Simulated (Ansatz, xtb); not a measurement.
Isomers of C4H9Cu in order of energy

4 gas-phase structures of C4H9Cu, found in a search over its isomers (lower ones may exist). Each was relaxed with GFN2-xTB; where two conformers were screened, the lower at r2SCAN-D4/def2-SVP is listed:

A. `CC(C)[CH2][Cu]`, a singlet
B. `CC[C@@H](C)[Cu]`, a singlet
C. `CCC[CH2][Cu]`, a singlet
D. `C[C](C)(C)[Cu]`, a singlet

Problem. Which do you expect lowest at r2SCAN-D4/def2-SVP, and how would the others follow?

Solution. Calculated order at r2SCAN-D4/def2-SVP: A (0.0), C (2.6), B (3.6), D (4.1) kcal/mol. Less than 1 kcal/mol parts B and D, so the order within that pair means little.

Energies above the lowest of each column, in kcal/mol; the last columns are at PBE0-D3(BJ)/def2-SVP geometries and were run for some of them only (a dash: not run or not comparable):

```
structure  GFN2-xTB  HF/STO-3G  r2SCAN-D4/def2-SVP  PBE0-D3(BJ)/def2-SVP  CCSD(T)/def2-SVP + ΔMP2/def2-TZVPP
        A       0.0        0.2                 0.0                   0.0                                 0.0
        C       2.4        0.0                 2.6                   2.2                                 2.8
        B       4.3        4.2                 3.6                   2.9                                   –
        D       4.9        6.9                 4.1                     –                                   –
```

Every level run on A puts it lowest or level with the lowest. Flexible structures stand in one conformer each, not always the lowest. Frequencies (PBE0-D3(BJ)/def2-SVP) were run for A, C alone. Large T1 diagnostics make some coupled-cluster values less sure. ΔMP2 is the change of the MP2 energy from the smaller to the larger basis.

Over these structures GFN2-xTB departs from r2SCAN-D4/def2-SVP by 0.4 kcal/mol on average once a common shift is removed. A GFN2-xTB relaxation took about 0.097 s and the r2SCAN-D4/def2-SVP energy about 2.9 s on a shared host (Ansatz 0.2.0, xtb 6.7.1).
